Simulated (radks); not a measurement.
Pm, 61 electrons, occupied as [Kr] 4d10 4f5 5s1 5p6 6s2 5d1 (not the ground configuration). Method: scalar-relativistic Kohn-Sham, PBE, spin-polarised, spherical densities, finite nucleus; open shells are filled with parallel spins first (spin-orbit coupling, left out, can overturn this in heavy ions); Fermi nuclear charge, rms radius 4.962 fm; computed with a radial shooting solver on a logarithmic mesh with Libxc functionals.

X-ray form factor f0, the Fourier transform of the density (f0(0) = 61):

| sin(theta)/lambda (1/angstrom) | f0 (electrons) |
|---|---|
| 0.05 | 59.532 |
| 0.1 | 56.305 |
| 0.15 | 52.801 |
| 0.2 | 49.408 |
| 0.25 | 46.149 |
| 0.3 | 43.082 |
| 0.4 | 37.718 |
| 0.5 | 33.316 |
| 0.6 | 29.615 |
| 0.8 | 23.795 |
| 1 | 19.831 |
| 1.25 | 16.716 |
| 1.5 | 14.515 |
| 2 | 10.734 |
